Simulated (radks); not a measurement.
Values are calculated unless marked as measured or tabulated.
Question: These are the eigenvalues of the occupied orbitals of an atom or ion with whole-number occupations (hartree). Code: a radial shooting solver on a logarithmic mesh with Libxc functionals. Model: Dirac Kohn-Sham, LB94 model potential, spin-unpolarised, spherical densities, finite nucleus; Fermi nuclear charge, rms radius of each element as measured or else 0.836 A^(1/3) + 0.57 fm.

1s1/2: -1026.436
2s1/2: -155.9675
2p1/2: -145.8042
2p3/2: -137.9650
3s1/2: -31.54790
3p1/2: -27.40021
3p3/2: -25.99239
3d3/2: -18.62276
3d5/2: -18.33152
4s1/2: -6.48997
4p1/2: -5.13420
4p3/2: -4.88100
4d3/2: -2.76081
4d5/2: -2.72549

Which element is it, and in what charge state? The configuration may be excited. Open shells, if any, fill j = l - 1/2 first.

Answer: Z = 49, indium, charge +4: In4+ in [Kr] 4d9. The list shows which subshells hold electrons but not how many an open one holds; the 1s level, -1026.4 hartree, gives Z - s = 45.3 by -(Z - s)^2/2, which with screening and relativity narrows Z to a few neighbours, and the depths of the outer levels then fix element, charge and occupations together.
